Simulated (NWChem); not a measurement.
Everything below was run with NWChem. System: HSn, charge 0, spin multiplicity 2, at a geometry optimised with UPBE/def2-SVP with def2 effective core potentials on Sn. The structure started from a generated list of species. Its SCF solution wasn't tested for a lower state. Level: UPBE/def2-SVP with def2 effective core potentials on Sn.

Job file:

```
start mol
memory heap 200 mb stack 900 mb global 1100 mb
geometry units angstroms nocenter noautoz
  Sn     0.000000     0.000000     0.035451
  H      0.000000     0.000000    -1.772549
  symmetry group C2v
end
basis spherical
  * library def2-svp
end
ecp
  Sn library def2-ecp
end
dft
  xc xpbe96 cpbe96
  odft
  mult 2
  semidirect memsize 60000000 filesize 0
  iterations 100
end
task dft energy
```

NWChem printed:

```
             Northwest Computational Chemistry Package (NWChem) 7.3.0
             --------------------------------------------------------

                                NWChem Input Module
                                -------------------

 Scaling coordinates for geometry "geometry" by  1.889725989
 (inverse scale =  0.529177249)

 Turning off AUTOSYM since
 SYMMETRY directive was detected!

                             Geometry "geometry" -> ""
                             -------------------------

 Output coordinates in angstroms (scale by  1.889725989 to convert to a.u.)

  No.       Tag          Charge          X              Y              Z
 ---- ---------------- ---------- -------------- -------------- --------------
    1 Sn                  50.0000     0.00000000     0.00000000     0.03545100
    2 H                    1.0000     0.00000000     0.00000000    -1.77254900

 Effective nuclear repulsion energy (a.u.)      14.6343265763

            Nuclear Dipole moment (a.u.)
            ----------------------------
        X                 Y               Z
 ---------------- ---------------- ----------------
     0.0000000000     0.0000000000     0.0000018897

      Symmetry information
      --------------------

 Group name             C2v
 Group number             16
 Group order               4
 No. of unique centers     2

      Symmetry unique atoms

     1    2


 Summary of "ao basis" -> "" (spherical)
 ------------------------------------------------------------------------------
       Tag                 Description            Shells   Functions and Types
 ---------------- ------------------------------  ------  ---------------------
 *                          def2-svp                  on all atoms

 Summary of "ao basis" -> "ao basis" (spherical)
 ------------------------------------------------------------------------------
       Tag                 Description            Shells   Functions and Types
 ---------------- ------------------------------  ------  ---------------------
 Sn                         def2-svp                10       26   4s4p2d
 H                          def2-svp                 3        5   2s1p

 Summary of "ao basis" -> "ao basis" (spherical)
 ------------------------------------------------------------------------------
       Tag                 Description            Shells   Functions and Types
 ---------------- ------------------------------  ------  ---------------------
 Sn                         def2-svp                10       26   4s4p2d
 H                          def2-svp                 3        5   2s1p

      Symmetry analysis of basis
      --------------------------

        a1         15
        a2          2
        b1          7
        b2          7

            General Information
            -------------------
          SCF calculation type: DFT
          Wavefunction type:  spin polarized.
          No. of atoms     :     2
          No. of electrons :    23
           Alpha electrons :    12
            Beta electrons :    11
          Charge           :     0
          Spin multiplicity:     2
          Use of symmetry is: on ; symmetry adaption is: on
          Maximum number of iterations: 100
          AO basis - number of functions:    31
                     number of shells:    13
          Convergence on energy requested:  1.00D-06
          Convergence on density requested:  1.00D-05
          Convergence on gradient requested:  5.00D-04

              XC Information
[...]
     4     -0.412665  1 Sn s                  3     -0.379128  1 Sn s
    13      0.374982  1 Sn pz                27      0.287986  2 H  s
    19     -0.139891  1 Sn d  0               2      0.117601  1 Sn s
    10     -0.108549  1 Sn pz                 7     -0.100436  1 Sn pz

 Vector   15  Occ=0.000000D+00  E= 1.153883D-01  Symmetry=a1
              MO Center=  4.3D-14, -9.3D-15, -3.2D-01, r^2= 5.0D+00
   Bfn.  Coefficient  Atom+Function         Bfn.  Coefficient  Atom+Function
  ----- ------------  ---------------      ----- ------------  ---------------
     4     -2.208725  1 Sn s                  3      2.099341  1 Sn s
    16      0.470884  1 Sn pz                28      0.416666  2 H  s
     2     -0.346180  1 Sn s                  1     -0.240192  1 Sn s
    13     -0.109754  1 Sn pz                27      0.094325  2 H  s
    24      0.086569  1 Sn d  0              19     -0.071917  1 Sn d  0

                     DFT Final Beta Molecular Orbital Analysis
                     -----------------------------------------

 Vector    9  Occ=1.000000D+00  E=-9.238636D-01  Symmetry=b1
              MO Center= -1.2D-15,  4.7D-18,  3.6D-02, r^2= 4.0D-01
   Bfn.  Coefficient  Atom+Function         Bfn.  Coefficient  Atom+Function
  ----- ------------  ---------------      ----- ------------  ---------------
    20      0.973148  1 Sn d  1              25      0.072809  1 Sn d  1

 Vector   10  Occ=1.000000D+00  E=-4.000722D-01  Symmetry=a1
              MO Center= -3.0D-16,  3.3D-16, -4.2D-01, r^2= 1.9D+00
   Bfn.  Coefficient  Atom+Function         Bfn.  Coefficient  Atom+Function
  ----- ------------  ---------------      ----- ------------  ---------------
     3      0.814494  1 Sn s                  2     -0.316826  1 Sn s
     1     -0.277460  1 Sn s                  4      0.230972  1 Sn s
    27      0.207645  2 H  s                 13     -0.085964  1 Sn pz
    28      0.083382  2 H  s                 19     -0.043105  1 Sn d  0
    10      0.030183  1 Sn pz                 7      0.028038  1 Sn pz

 Vector   11  Occ=1.000000D+00  E=-2.218977D-01  Symmetry=a1
              MO Center= -2.9D-15,  6.4D-15, -4.6D-01, r^2= 3.0D+00
   Bfn.  Coefficient  Atom+Function         Bfn.  Coefficient  Atom+Function
  ----- ------------  ---------------      ----- ------------  ---------------
     3      0.376743  1 Sn s                 13      0.369449  1 Sn pz
    27     -0.364837  2 H  s                 28     -0.305148  2 H  s
     4      0.245824  1 Sn s                 16      0.212944  1 Sn pz
     2     -0.145070  1 Sn s                 10     -0.126336  1 Sn pz
     1     -0.121026  1 Sn s                  7     -0.117605  1 Sn pz

 Vector   12  Occ=0.000000D+00  E=-1.293749D-01  Symmetry=b2
              MO Center= -5.0D-16, -5.8D-14,  2.0D-02, r^2= 3.2D+00
   Bfn.  Coefficient  Atom+Function         Bfn.  Coefficient  Atom+Function
  ----- ------------  ---------------      ----- ------------  ---------------
    12      0.576676  1 Sn py                15      0.561839  1 Sn py
     9     -0.181036  1 Sn py                 6     -0.167797  1 Sn py

 Vector   13  Occ=0.000000D+00  E=-1.001483D-01  Symmetry=b1
              MO Center= -3.1D-14, -4.6D-16,  1.8D-02, r^2= 3.3D+00
   Bfn.  Coefficient  Atom+Function         Bfn.  Coefficient  Atom+Function
  ----- ------------  ---------------      ----- ------------  ---------------
    14      0.595267  1 Sn px                11      0.539482  1 Sn px
     8     -0.174785  1 Sn px                 5     -0.161060  1 Sn px

 Vector   14  Occ=0.000000D+00  E= 1.583936D-02  Symmetry=a1
              MO Center=  2.7D-15, -8.9D-15, -9.1D-02, r^2= 4.6D+00
   Bfn.  Coefficient  Atom+Function         Bfn.  Coefficient  Atom+Function
  ----- ------------  ---------------      ----- ------------  ---------------
    28      1.166582  2 H  s                 16      1.044051  1 Sn pz
     3     -0.457870  1 Sn s                 13      0.388754  1 Sn pz
     4     -0.344138  1 Sn s                 27      0.277158  2 H  s
     2      0.133145  1 Sn s                 19     -0.131632  1 Sn d  0
    10     -0.112066  1 Sn pz                 7     -0.103351  1 Sn pz

   alpha - beta orbital overlaps
   -----------------------------

   alpha      1      2      3      4      5      6      7      8      9     10
    beta      1      2      3      4      5      7      6      8      9     10
 overlap   1.000  1.000  1.000  1.000  0.992  1.000  1.000  0.992  1.000  0.999

   alpha     11     12     13     14     15     16     17     18     19     20
    beta     11     13     12     14     15     16     17     18     21     20
 overlap   0.999  1.000  1.000  0.999  0.998  1.000  1.000  1.000  1.000  1.000

   alpha     21     22     23     24     25     26     27     28     29     30
    beta     19     22     23     24     25     26     27     28     29     30
 overlap   1.000  0.994  0.995  0.999  1.000  1.000  1.000  1.000  1.000  1.000

   alpha     31
    beta     31
 overlap   1.000

     --------------------------
     Expectation value of S2:
     --------------------------
      <S2> =      0.7521 (Exact =     0.7500)

 center of mass
 --------------
 x =   0.00000000 y =   0.00000000 z =   0.03803489

 moments of inertia (a.u.)
 ------------------
          11.664955249452           0.000000000000           0.000000000000
           0.000000000000          11.664955249452           0.000000000000
           0.000000000000           0.000000000000           0.000000000000

     Multipole analysis of the density
     ---------------------------------

     L   x y z        total         alpha         beta         nuclear
     -   - - -        -----         -----         ----         -------
     0   0 0 0     -0.000000    -12.000000    -11.000000     23.000000

     1   1 0 0     -0.000000     -0.000000     -0.000000      0.000000
     1   0 1 0      0.000000      0.000000      0.000000      0.000000
     1   0 0 1      0.200439      0.996668      1.079564     -1.875793

     2   2 0 0    -21.009131    -14.101794     -6.907337      0.000000
     2   1 1 0      0.000000      0.000000      0.000000      0.000000
     2   1 0 1      0.000000     -0.000000      0.000000      0.000000
     2   0 2 0    -16.541625     -9.431186     -7.110439      0.000000
     2   0 1 1      0.000000     -0.000000      0.000000      0.000000
     2   0 0 2    -21.620686    -17.506447    -15.433009     11.318770

 Task  times  cpu:        0.6s     wall:        0.6s

 Total times  cpu:        0.7s     wall:        0.7s
```
